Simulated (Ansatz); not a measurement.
GaH4P (`[PH2][GaH2]`), relaxed with RKS PBE0-D4/def2-TZVP in the Gaussian-basis code of Ansatz from a GFN2-xTB geometry. The force threshold is 0.005 eV/Å; the program also tests the step.

Charge 0, multiplicity 1.

Start:

```xyz
6

P    -1.198    0.882    0.276
Ga    0.582   -0.321   -0.626
H    -0.372    1.312    1.327
H    -1.592   -0.253    1.001
H     0.989   -1.816   -0.231
H     1.590    0.196   -1.745
```

```csv
step,energy (eV),largest force (eV/Å),largest move (Å)
1,-61721.3413,0.719,0.000
2,-61721.4091,0.342,0.176
3,-61721.4372,0.185,0.062
4,-61721.4660,0.273,0.126
5,-61721.4742,0.926,0.197
6,-61721.5158,0.182,0.193
7 (rejected),-61721.5090,0.298,0.066
8,-61721.5197,0.028,0.031
9,-61721.5198,0.006,0.004
10,-61721.5198,0.002,0.002
```

End:

```xyz
6

P    -1.236    0.601    0.245
Ga    0.633   -0.446   -0.614
H    -0.521    1.652    0.876
H    -1.324   -0.214    1.403
H     0.701   -2.013   -0.611
H     1.747    0.420   -1.299
```

It took 29 s on 2 threads of an Arm Neoverse N1 on a shared host, with 0.2 GiB of host memory at the peak.
